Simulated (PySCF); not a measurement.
All of these have the formula CH11ClSi4. Method: PySCF 2.14.0, density-fitted response routines, TDDFT CAM-B3LYP/def2-SVPD, vertical, gas phase, core orbitals frozen in the response. Geometries: GFN2-xTB; one conformer of each isolated species. Triplets are in the Tamm–Dancoff approximation. 'Strongest' means the level of largest summed f among the lowest 8 singlets; it needn't be the same kind of state in each.

**Question.** Rank by computed lowest triplet energy, highest first.
A. `C[Si@]([SiH3])(Cl)[SiH2][SiH3]`
B. `[SiH3][SiH2][C@@H]([SiH3])[SiH2]Cl`
C. `[SiH3]C[Si]([SiH3])([SiH3])Cl`
D. `C([Si@@H]([SiH2][SiH3])Cl)[SiH3]`
E. `C[Si@@H]([SiH3])[SiH2][SiH2]Cl`

**Answer.** B (6.47 eV), D (5.67 eV), E (5.54 eV), C (5.37 eV), A (5.11 eV).

```tsv
SMILES	T1 (eV)	gap (eV)	f (strongest)	S1 (eV)	strongest (eV)	S1 mainly
[SiH3][SiH2][C@@H]([SiH3])[SiH2]Cl	6.47	10.46	0.05	7.32	7.72	H→L (74%)
[SiH3]C[Si@H](Cl)[SiH2][SiH3]	5.67	9.48	0.26	6.41	7.61	H→L (81%)
C[Si@@H]([SiH3])[SiH2][SiH2]Cl	5.54	9.37	0.10	6.23	7.30	H→L (68%)
[SiH3]C[Si]([SiH3])([SiH3])Cl	5.37	9.31	0.31	6.05	7.60	H→L (70%)
C[Si@]([SiH3])(Cl)[SiH2][SiH3]	5.11	8.90	0.30	5.95	5.95	H→L (82%)
```

H and L stand for HOMO and LUMO.

- `[SiH3][SiH2][C@@H]([SiH3])[SiH2]Cl`: Löwdin shares by element: HOMO silicon 53% or more, carbon 12%, chlorine 6% (atoms not listed hold the other 29%); LUMO silicon 42% or more, carbon 8% (atoms not listed hold the other 50%).
- `[SiH3]C[Si@H](Cl)[SiH2][SiH3]`: Löwdin shares by element: HOMO silicon 45% or more, chlorine 18%, carbon 12% (atoms not listed hold the other 26%); LUMO silicon 61% or more, hydrogen 8% or more (atoms not listed hold the other 30%).
- `C[Si@@H]([SiH3])[SiH2][SiH2]Cl`: Löwdin shares by element: HOMO silicon 70% (atoms not listed hold the other 30%); LUMO silicon 58% or more, chlorine 10% (atoms not listed hold the other 32%).
- `[SiH3]C[Si]([SiH3])([SiH3])Cl`: Löwdin shares by element: HOMO silicon 57% or more, chlorine 26% (atoms not listed hold the other 17%); LUMO silicon 64% or more, hydrogen 8% or more (atoms not listed hold the other 28%).
- `C[Si@]([SiH3])(Cl)[SiH2][SiH3]`: Löwdin shares by element: HOMO silicon 57% or more, chlorine 21% (atoms not listed hold the other 22%); LUMO silicon 74% (atoms not listed hold the other 26%).

Without π bonds the low states are Rydberg-like; a valence basis with one diffuse set may place them up to an eV too high.
